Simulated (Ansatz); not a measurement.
The same path of C$_{2}$H$_{9}$AlN$_{2}$O$_{2}$ (16 atoms, charge 0, multiplicity 1) was run twice with different band settings. Lost on the way: Al3–N5.

All numbers below come from RKS LDA/def2-SVP in Ansatz.

Relaxed end points:

```xyz
16
Properties=species:S:1:pos:R:3
C 0.731 0.356 1.777
N 0.448 -0.174 0.484
Al 0.978 -1.468 -0.746
C -0.537 0.452 -0.280
N -0.325 -0.183 -1.628
O -0.418 1.825 -0.384
O -1.864 0.202 0.114
H -0.015 0.077 2.565
H 0.771 1.472 1.742
H 1.721 0.002 2.136
H 0.270 -2.915 -0.660
H 2.441 -1.350 -1.405
H 0.106 0.518 -2.253
H -1.231 -0.475 -2.027
H -1.289 2.189 -0.127
H -1.811 -0.550 0.738
```

```xyz
16
Properties=species:S:1:pos:R:3
C 1.144 0.414 1.327
N 0.552 -0.130 0.129
Al 1.466 -1.256 -0.914
C -0.815 0.277 -0.038
N -1.402 -0.172 -1.261
O -0.888 1.677 0.004
O -1.574 -0.229 1.022
H 0.549 0.119 2.222
H 1.166 1.527 1.286
H 2.184 0.043 1.455
H 0.832 -1.751 -2.299
H 2.932 -1.628 -0.406
H -0.718 -0.310 -2.019
H -1.933 -1.036 -1.103
H -1.486 1.877 -0.747
H -2.030 0.555 1.386
```

Common settings: movable images 5; climbing image yes; optimiser quadratic models (default); start path IDPP; force threshold 0.05 eV/Å; iteration limit 60; end points relaxed.

| run | spring |
| --- | --- |
| 1 | 5.0 eV/Å² |
| 2 | 50.0 eV/Å² |

(1) What does each run give, and how far can it be trusted?

## Answers

(1) Run 1: converged after 23 iterations, highest image 0.908 eV above the first end. A vibrational analysis at the climbing image gives one clearly imaginary mode, 458i cm⁻¹: a first-order saddle point.
Run 2: converged after 24 iterations, highest image 0.909 eV above the first end. Another band between the same ends (5 images) ends at a top of the same energy, where a vibrational analysis finds 1 clearly imaginary mode.
The orbitals stay closed-shell, which can raise the energy where a bond breaks towards radicals; this wasn't checked here.
